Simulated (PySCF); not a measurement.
Spectroscopy problems

Theoretical values (PySCF): structure optimised with GFN2-xTB, shieldings: GIAO PBE0/pcSseg-1. Isolated molecule, fast rotation and ring inversion assumed for equivalent nuclei, a single conformation, relativity neglected.

Referencing at the same level of theory: TMS for 1H, 13C. Splittings of carbon signals by F and P are missing where no couplings were computed. Where no couplings were computed, multiplicities follow the n + 1 count of equivalent neighbours, and m marks all less simple cases (inequivalent or close neighbours, rings, F or P nearby). Acid and N–H amide carbonyl carbons lie up to 10 ppm further downfield in solution (hydrogen bonding). Shifts are as computed. Against solution values, carbons near 30 ppm lie about +3 ppm off and those near 130 ppm about +5 ppm. Of 1309 compounds with measured shifts, 239 miss one by over three times the rms of a fit or turn the order of signals round; such compounds aren't used in these exercises. OH and NH positions are gas-phase values without hydrogen bonding to other molecules.

**Question.** C3H13NOSi3. 1H NMR (400 MHz, computed): δ 4.41 (br s, 1H), 3.51 (s, 6H), 2.05 (s, 3H), 0.34 (s, 3H). 13C{1H} NMR (computed): δ 180.2 (C), 23.8 (CH3), -0.2 (CH3). Give a structure.

**Answer.** SMILES CC(=O)N[Si](C)([SiH3])[SiH3]. The formula gives 1 degree of unsaturation (no ring in the answer). 3 carbon signals for 3 carbons: no two carbons are equivalent. Carbon types of the structure: 1 × C, 2 × CH3, leaving 7 H on heteroatoms. δC 180.2: amide carbonyl carbon; it is a carbonyl in resonance with an O or N lone pair, the region of acids, esters and amides. δC 23.8: methyl carbon α to a carbonyl; α to the electron-withdrawing carbonyl group. δC -0.2: methyl carbon bonded to Si; an electropositive neighbour leaves it electron-rich and shielded. δH 4.41: hydrogen on an amide-type nitrogen; labile proton, position sensitive to the medium.

The data come from this structure; uniqueness wasn't tested.

**Question.** C4H7FN2Si2. 1H NMR (300 MHz, computed): δ 7.48 (m, 1H), 7.43 (m, 1H), 5.50 (m, 2H), 4.17 (s, 3H). 13C{1H} NMR (computed): δ 179.4 (C), 151.6 (CH2), 123.6 (C), 82.7 (C). Give a structure.

**Answer.** SMILES C=N/C([SiH2]F)=C(\[SiH3])C#N. Rings plus π bonds: 4 (no ring in the answer). 4 carbon signals for 4 carbons: no two carbons are equivalent. Carbon types of the structure: 3 × C, 1 × CH2, leaving 5 H on heteroatoms. δC 179.4, 82.7: fully substituted alkene carbon. δC 151.6: C=N carbon. δC 123.6: nitrile carbon; C≡N carbons fall here, among the sp2 signals but without a proton. δH 5.50: hydrogen on a silicon bonded to C, F.

This is the structure that produced the data.
